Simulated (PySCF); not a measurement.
**Gallium: a sound run and one with changed settings**

Sound run: Ga [Ar] 3d10 4s2 4p1, Ga⁺ [Ar] 3d10 4s2. All numbers are calculated (PySCF 2.14, no relativity, point nucleus, in def2-SVP). The sound run starts from symmetry-adapted Hartree-Fock orbitals and uses a fine grid where one is needed.

Changed run: radial step 1.2 in ln r (0.13 in the sound run). This setting is unsound on purpose.

| species | method | sound run (hartree) | changed run (hartree) | converged |
| --- | --- | --- | --- | --- |
| Ga | UHF | -1922.97414 | -1922.97414 | yes |
| Ga | BP86 | -1924.82254 | -1913.99941 | yes |
| Ga | B3LYP | -1924.61350 | -1916.00651 | yes |
| Ga⁺ | UHF | -1922.77019 | -1922.77019 | yes |
| Ga⁺ | BP86 | -1924.59756 | -1913.70184 | yes |
| Ga⁺ | B3LYP | -1924.39200 | -1915.73323 | yes |

Ionisation energy of Ga:

```csv
method,sound run (eV),changed run (eV)
UHF,5.550,5.550
BP86,6.122,8.097
B3LYP,6.027,7.436
```

A coarse radial grid mis-integrates the density and the exchange-correlation energy, with errors of either sign; Hartree-Fock needs no grid.

For comparison, NIST gives 5.999 eV between the lowest levels.
